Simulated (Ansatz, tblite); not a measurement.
Cost and result up the ladder for BCl2Br (BBrCl₂) (4 atoms). Charge 0, multiplicity 1. Geometry: B3LYP-D4/def2-SVP.

```xyz
4

B    -0.004    0.038   -0.014
Cl    0.869    1.347    0.749
Cl   -1.039    0.362   -1.386
Br    0.174   -1.747    0.651
```

Ansatz on 2 threads of Arm Neoverse V1 on a shared host; xTB runs through tblite on one thread. Times are rough, summed over both states, and most runs start from the orbitals of an earlier one. CCSD(T)/def2-TZVPP serves as the yardstick here, not as an exact answer. The other state is a doublet.

The xTB rows come from tblite. Correlated methods freeze 20 core orbitals; core or outer-core shells of Br are correlated, in sets that lack core-valence functions.

Raw xTB energies of ions are shifted by several eV.

```
                          level  functions  wall time
                       GFN1-xTB         31    0.009 s
                       GFN2-xTB         31     0.01 s
               PBE-D4/def2-TZVP        153      6.3 s
PBE0-D4/def2-TZVP (with forces)        153       12 s
            r2SCAN-D4/def2-TZVP        153       18 s
             CCSD(T)/def2-TZVPP        163    5.3 min
```

(1) Estimate what each level gives for the vertical IE (eV).

Answers

(1) 
| level | vertical IE (eV) | difference from CCSD(T)/def2-TZVPP (eV) |
| --- | --- | --- |
| GFN1-xTB | 15.58 | 4.47 |
| GFN2-xTB | 15.40 | 4.29 |
| PBE-D4/def2-TZVP | 10.41 | -0.70 |
| PBE0-D4/def2-TZVP (with forces) | 10.88 | -0.22 |
| r2SCAN-D4/def2-TZVP | 10.68 | -0.43 |
| CCSD(T)/def2-TZVPP | 11.11 | 0.00 |
